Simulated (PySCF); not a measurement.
A structure optimised at PBE-D3(BJ)/def2-SVP, used in a PySCF frequency run:

```xyz
17

C     -3.0226     0.5923     0.2753
C     -2.0868    -0.2538    -0.6000
Si    -0.2871     0.3319    -0.5307
Cl     0.8935    -0.9302    -1.7410
Si     0.6754     0.1985     1.6121
C      2.5543     0.3929     1.4822
H     -2.7303     0.5561     1.3456
H     -4.0714     0.2370     0.2104
H     -3.0185     1.6596    -0.0290
H     -2.1017    -1.3200    -0.2876
H     -2.4073    -0.2381    -1.6641
H     -0.1769     1.7204    -1.1096
H      0.3178    -1.1528     2.1811
H      0.0791     1.2443     2.5231
H      2.8192     1.4141     1.1425
H      3.0466     0.2092     2.4578
H      2.9494    -0.3301     0.7409
```
Charge 0, spin multiplicity 1.

Question: Write its SMILES and formula.

Answer: CC[Si@H](Cl)[SiH2]C, C3H11ClSi2

Question: What are its rotational constants (standard atomic weights)?

Answer: 1.7877, 1.2873, 0.80270 GHz
